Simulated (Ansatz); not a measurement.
Ideal-gas functions of H6Si2Sn (`[SiH2]1[SiH2][SnH2]1`) at 600 K and 1 bar, from an Ansatz frequency run at PBE0-D4/def2-TZVP.

Molar mass 180.93 g/mol, point group C2v (symmetry number 2), electronic degeneracy 1, moments of inertia 101.331, 229.656, 310.687 u Å². Harmonic wavenumbers (cm⁻¹, unscaled): 115, 250, 260, 279, 308, 333, 446, 515, 537, 562, 629, 644, 678, 885, 887, 1943, 1958, 2213, 2213, 2236, 2243.

Use S(trans) = R[1.5 ln M + 2.5 ln T − 1.1517]; rotational temperatures θ = 24.2544 K / I; S(rot) = R[ln(√π/σ · √(T³/θAθBθC)) + 1.5]; for each mode x = 1.438777 ν̃/T, S = R[x/(eˣ − 1) − ln(1 − e⁻ˣ)] and H = RT x/(eˣ − 1); 1 cm⁻¹ = 0.0119627 kJ/mol; R = 8.31446 J/(mol·K).

Problem. By hand: the entropy, in J/(mol·K).

Solution. Translation 188.2. Rotation: θ = 0.2394, 0.1056, 0.0781 K, giving 117.1. Vibration, mode by mode: 19.05, 12.69, 12.38, 11.81, 11.02, 10.40, 8.14, 7.07, 6.76, 6.44, 5.64, 5.48, 5.13, 3.46, 3.45, 0.45, 0.44, 0.26, 0.26, 0.25, 0.25, in all 130.8. Electronic 0.0. Sum 436.1 J/(mol·K).

Problem. By hand: H − E and G − E in kJ/mol, counted from the electronic energy.

Solution. Zero-point energy ½ × 20134 × 0.0119627 = 120.4; thermal vibration 41.9; translation, rotation and pV give 4 RT = 20.0. H − E = 182.3 kJ/mol, and G − E = 182.3 − 600 × 436.1/1000 = -79.4 kJ/mol.

Vibration gives 30 % of the entropy, 19.1 J/(mol·K) of it from the mode under 150 cm⁻¹: soft modes count most, and the harmonic formula is weakest for them.
